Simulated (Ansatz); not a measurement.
CH₄AlClF₂Si, SMILES `F[CH]([SiH3])[Al]([F])[Cl]`, relaxed with RKS PBE0-D4/def2-TZVP in Ansatz from a PBE-D4/def2-SVP geometry. The force threshold is 0.005 eV/Å; the program also tests the step.

The species carries charge 0 and has multiplicity 1.

Start:

```xyz
10

F     0.424   -0.861   -1.726
C     0.608   -0.245   -0.469
Si   -0.429   -1.185    0.835
Al    0.148    1.673   -0.562
F     0.613    2.666    0.705
Cl   -0.928    2.528   -2.147
H     1.683   -0.330   -0.175
H    -0.040   -2.636    0.884
H    -1.887   -1.077    0.483
H    -0.192   -0.533    2.171
```

Q: By how much does the energy fall, and how many steps does the optimiser take? (Estimate.)

A: Computed: 0.04 eV, in 13 steps, 1 of them rejected.

Q: Which bonds change most? (Estimate.)

A: The calculation gave: Al4–F5 from 1.676 to 1.642 Å; Al4–Cl6 from 2.098 to 2.074 Å; C2–Si3 from 1.913 to 1.894 Å; Si3–H10 from 1.506 to 1.487 Å.

Q: Give the relaxed structure. (An estimate is asked.)

A: Ansatz gave: 
```xyz
10

F     0.393   -0.841   -1.716
C     0.571   -0.234   -0.461
Si   -0.415   -1.186    0.846
Al    0.131    1.675   -0.569
F     0.479    2.613    0.732
Cl   -0.779    2.536   -2.222
H     1.634   -0.323   -0.192
H    -0.038   -2.621    0.847
H    -1.870   -1.055    0.574
H    -0.104   -0.566    2.161
```
